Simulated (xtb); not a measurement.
cyclopropene (C3H4), singlet, from a rough starting geometry; GFN2-xTB in xtb.

Input for xtb:
```
$ xtb mol.xyz --gfn 2 --opt vtight --json

# file mol.xyz
7

C      0.00620990     0.00025752     0.72846449
C     -0.00891908    -0.64842232    -0.61818431
C     -0.00916820     0.63341491    -0.60502776
H      0.83431297    -0.07725620     1.33118895
H     -0.98728512    -0.02438244     1.34789629
H      0.03450483    -1.60751688    -1.16715575
H      0.01518569     1.59059821    -1.14177409
```

**Question.** Write the output that xtb gives for this input, abridged.

**Answer.** 
```
   ID    Z sym.   atoms
    1    6 C      1-3
    2    1 H      4-7

           -------------------------------------------------
          |                Calculation Setup                |
           -------------------------------------------------

           -------------------------------------------------
          |                 G F N 2 - x T B                 |
           -------------------------------------------------

          ...................................................
          :                      SETUP                      :
          :.................................................:
          :  # basis functions                  16          :
          :  # atomic orbitals                  16          :
          :  # shells                           10          :
          :  # electrons                        16          :
          :  max. iterations                   250          :
          :  Hamiltonian                  GFN2-xTB          :
          :  restarted?                      false          :
          :  GBSA solvation                  false          :
          :  PC potential                    false          :
          :  electronic temp.          300.0000000     K    :
          :  accuracy                    1.0000000          :
          :  -> integral cutoff          0.2500000E+02      :
          :  -> integral neglect         0.1000000E-07      :
          :  -> SCF convergence          0.1000000E-05 Eh   :
          :  -> wf. convergence          0.1000000E-03 e    :
          :  Broyden damping             0.4000000          :
          :  net charge                          0          :
          :  unpaired electrons                  0          :
          ...................................................

 iter      E             dE          RMSdq      gap      omega  full diag
   1     -8.4958211 -0.849582E+01  0.513E+00    5.37       0.0  T
   2     -8.5082432 -0.124222E-01  0.303E+00    5.07       1.0  T
   3     -8.5083819 -0.138690E-03  0.688E-01    4.97       1.0  T
   4     -8.5085373 -0.155375E-03  0.247E-01    4.95       1.0  T
   5     -8.5088028 -0.265516E-03  0.971E-02    4.97       1.0  T
   6     -8.5088434 -0.405658E-04  0.368E-02    4.97       1.0  T
   7     -8.5088439 -0.506839E-06  0.281E-03    4.97      13.5  T
   8     -8.5088439 -0.662896E-08  0.118E-03    4.97      32.1  T
   9     -8.5088439 -0.113894E-08  0.161E-04    4.97     234.8  T
  10     -8.5088439 -0.387956E-11  0.240E-05    4.97    1573.1  T

   *** convergence criteria satisfied after 10 iterations ***

         :::::::::::::::::::::::::::::::::::::::::::::::::::::
         ::                     SUMMARY                     ::
         :::::::::::::::::::::::::::::::::::::::::::::::::::::
         :: total energy              -8.339288907669 Eh    ::
         :: gradient norm              0.116513033343 Eh/a0 ::
         :: HOMO-LUMO gap              4.974127812517 eV    ::
         ::.................................................::
         :: SCC energy                -8.508843585105 Eh    ::
         :: -> isotropic ES            0.000931818385 Eh    ::
         :: -> anisotropic ES          0.001563507841 Eh    ::
         :: -> anisotropic XC          0.009397891991 Eh    ::
         :: -> dispersion             -0.002319817158 Eh    ::
         :: repulsion energy           0.169554677436 Eh    ::
         :: add. restraining           0.000000000000 Eh    ::
         :: total charge               0.000000000000 e     ::
         :::::::::::::::::::::::::::::::::::::::::::::::::::::

      -----------------------------------------------------------
     |                   =====================                   |
     |                        A N C O P T                        |
     |                   =====================                   |
     |               Approximate Normal Coordinate               |
     |                Rational Function Optimizer                |
      -----------------------------------------------------------
      -----------------------------------------------------------
     |                   =====================                   |
     |                        A N C O P T                        |
     |                   =====================                   |
     |               Approximate Normal Coordinate               |
     |                Rational Function Optimizer                |
      -----------------------------------------------------------

          ...................................................
          :                      SETUP                      :
          :.................................................:
          :   optimization level         verytight          :
          :   max. optcycles                   200          :
          :   ANC micro-cycles                  20          :
          :   degrees of freedom                15          :
          :.................................................:
          :   RF solver                   davidson          :
          :   write xtbopt.log                true          :
          :   linear?                        false          :
          :   energy convergence         0.1000000E-06 Eh   :
          :   grad. convergence          0.2000000E-03 Eh/α :
          :   maxmium RF displ.          1.0000000          :
          :   Hlow (freq-cutoff)         0.1000000E-01      :
          :   Hmax (freq-cutoff)         5.0000000          :
          :   S6 in model hess.         20.0000000          :
          ...................................................

generating ANC from exact Hessian ...
Using Lindh-Hessian (1995)
 Shifting diagonal of input Hessian by    8.0850444847647990E-003
 Lowest  eigenvalues of input Hessian
    0.000000    0.000000    0.000000    0.000000    0.000000    0.000000
    0.010000    0.038082    0.060990    0.092044    0.114229    0.153611
[...]
 * total energy  :    -8.3392889 Eh     change       -0.1529443E-11 Eh
 * total energy  :    -8.3467884 Eh     change       -0.7499515E-02 Eh
 * total energy  :    -8.3465110 Eh     change        0.2773920E-03 Eh
 * total energy  :    -8.3477154 Eh     change       -0.1204351E-02 Eh
 * total energy  :    -8.3477623 Eh     change       -0.4687134E-04 Eh
 * total energy  :    -8.3477870 Eh     change       -0.2476572E-04 Eh
 * total energy  :    -8.3477899 Eh     change       -0.2832870E-05 Eh
 * total energy  :    -8.3477903 Eh     change       -0.4463850E-06 Eh
 * total energy  :    -8.3477904 Eh     change       -0.1307786E-06 Eh
 * total energy  :    -8.3477905 Eh     change       -0.3641215E-07 Eh
   *** GEOMETRY OPTIMIZATION CONVERGED AFTER 10 ITERATIONS ***
[...]
          :  accuracy                    1.0000000          :
          :  -> integral cutoff          0.2500000E+02      :
          :  -> integral neglect         0.1000000E-07      :
          :  -> SCF convergence          0.1000000E-05 Eh   :
          :  -> wf. convergence          0.1000000E-03 e    :
          :  Broyden damping             0.4000000          :
          :  net charge                          0          :
          :  unpaired electrons                  0          :
          ...................................................

 iter      E             dE          RMSdq      gap      omega  full diag
   1     -8.5178581 -0.851786E+01  0.912E-05    4.88       0.0  T
   2     -8.5178581 -0.207123E-11  0.829E-05    4.88     455.7  T
   3     -8.5178581 -0.394333E-10  0.173E-05    4.88    2184.8  T

   *** convergence criteria satisfied after 3 iterations ***

         :::::::::::::::::::::::::::::::::::::::::::::::::::::
         ::                     SUMMARY                     ::
         :::::::::::::::::::::::::::::::::::::::::::::::::::::
         :: total energy              -8.347790466729 Eh    ::
         :: gradient norm              0.000067393054 Eh/a0 ::
         :: HOMO-LUMO gap              4.878978321392 eV    ::
         ::.................................................::
         :: SCC energy                -8.517857810716 Eh    ::
         :: -> isotropic ES            0.001121629492 Eh    ::
         :: -> anisotropic ES          0.001551195208 Eh    ::
         :: -> anisotropic XC          0.008991718351 Eh    ::
         :: -> dispersion             -0.002307721639 Eh    ::
         :: repulsion energy           0.170067343988 Eh    ::
         :: add. restraining           0.000000000000 Eh    ::
         :: total charge               0.000000000000 e     ::
         :::::::::::::::::::::::::::::::::::::::::::::::::::::

           -------------------------------------------------
          |                Property Printout                |
           -------------------------------------------------

    * Orbital Energies and Occupations

         #    Occupation            Energy/Eh            Energy/eV
      -------------------------------------------------------------
         1        2.0000           -0.6442403             -17.5307
         2        2.0000           -0.5630784             -15.3221
         3        2.0000           -0.5515572             -15.0086
         4        2.0000           -0.5049509             -13.7404
         5        2.0000           -0.4977062             -13.5433
         6        2.0000           -0.4447389             -12.1020
         7        2.0000           -0.4124842             -11.2243
         8        2.0000           -0.3884271             -10.5696 (HOMO)
         9                         -0.2091280              -5.6907 (LUMO)
        10                         -0.0329910              -0.8977
        11                          0.0848030               2.3076
        12                          0.1200757               3.2674
        13                          0.2247752               6.1164
        14                          0.2703726               7.3572
        15                          0.3594749               9.7818
        16                          0.8966238              24.3984
      -------------------------------------------------------------
                  HL-Gap            0.1792992 Eh            4.8790 eV
             Fermi-level           -0.2987775 Eh           -8.1302 eV

     #   Z          covCN         q      C6AA      α(0)
     1   6 C        3.804    -0.058    21.620     6.620
     2   6 C        2.885    -0.035    28.874     8.809
     3   6 C        2.885    -0.035    28.873     8.809
     4   1 H        0.925     0.013     2.842     2.637
     5   1 H        0.925     0.013     2.842     2.636
     6   1 H        0.927     0.051     2.302     2.373
     7   1 H        0.927     0.051     2.303     2.373

 Mol. C6AA /au·bohr⁶  :        474.283615
 Mol. C8AA /au·bohr⁸  :      11014.956803
 Mol. α(0) /au        :         34.256941

Wiberg/Mayer (AO) data.
largest (>0.10) Wiberg bond orders for each atom

 ---------------------------------------------------------------------------
     #   Z sym  total        # sym  WBO       # sym  WBO       # sym  WBO
 ---------------------------------------------------------------------------
     1   6 C    3.908 --     5 H    0.978     4 H    0.978     3 C    0.959
                             2 C    0.959
     2   6 C    3.950 --     3 C    1.996     6 H    0.967     1 C    0.959
     3   6 C    3.950 --     2 C    1.996     7 H    0.967     1 C    0.959
     4   1 H    1.000 --     1 C    0.978
     5   1 H    1.000 --     1 C    0.978
     6   1 H    0.997 --     2 C    0.967
     7   1 H    0.997 --     3 C    0.967
 ---------------------------------------------------------------------------

Topologies differ in total number of bonds
Writing topology from bond orders to xtbtopo.mol

molecular dipole:
                 x           y           z       tot (Debye)
 q only:        0.004       0.002      -0.153
   full:        0.005       0.002      -0.189       0.481
molecular quadrupole (traceless):
                xx          xy          yy          xz          yz          zz
 q only:       -0.541      -0.000       0.556      -0.007       0.015      -0.015
  q+dip:       -1.479      -0.001       2.262      -0.011       0.046      -0.783
   full:       -0.497      -0.001       1.031       0.010       0.028      -0.534

optimized geometry written to: xtbopt.xyz

           -------------------------------------------------
          | TOTAL ENERGY               -8.347790466729 Eh   |
          | GRADIENT NORM               0.000067393054 Eh/α |
          | HOMO-LUMO GAP               4.878978321392 eV   |
           -------------------------------------------------

normal termination of xtb
```
